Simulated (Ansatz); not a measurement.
Reaction (ligand exchange at the Si–C bond): `NC([SiH3])S` + `CO[SiH](O)F` → `CO[SiH](F)O[SiH3]` + `NCS`

Isolated molecules relaxed with PBE0-D4/def2-TZVP in Ansatz; ΔE leaves out vibrations. CCSD(T)/CBS is the MP2 limit (def2-TZVPP, def2-QZVPP) plus CCSD(T) − MP2 in def2-TZVPP, frozen cores. Each species was taken in one conformer, which may not be the lowest.

```csv
species,CCSD/CBS(def2) energy (Eh)
`NC([SiH3])S`,-783.77172
`CO[SiH](O)F`,-580.40944
`CO[SiH](F)O[SiH3]`,-870.72481
`NCS`,-493.49947
```

(1) Work out ΔE.

Largest T1 diagnostic among the species: 0.011.

Answers

(1) ΔE = (-870.72481) + (-493.49947) − (-783.77172) − (-580.40944) = -0.04312 Eh = -113.2 kJ/mol. CCSD(T)/CBS gives -108.2 kJ/mol.

From PBE to PBE0 (25 % exact exchange), in def2-TZVPP and without D4, ΔE moves by −7.0 kJ/mol. In def2-TZVPP, CCSD(T) changes the Hartree–Fock value by +30.7 kJ/mol (the triples alone add +5.0 kJ/mol) and MP2 by +31.9 kJ/mol. The D4 term adds +4.4 kJ/mol with B3LYP and +2.0 kJ/mol with PBE0; it sums over pairs of atoms, weighted by their polarisabilities, and B3LYP, whose exchange is more repulsive, gets the larger term.

B3LYP here is the variant with VWN-RPA as its local correlation; programs differ in this.
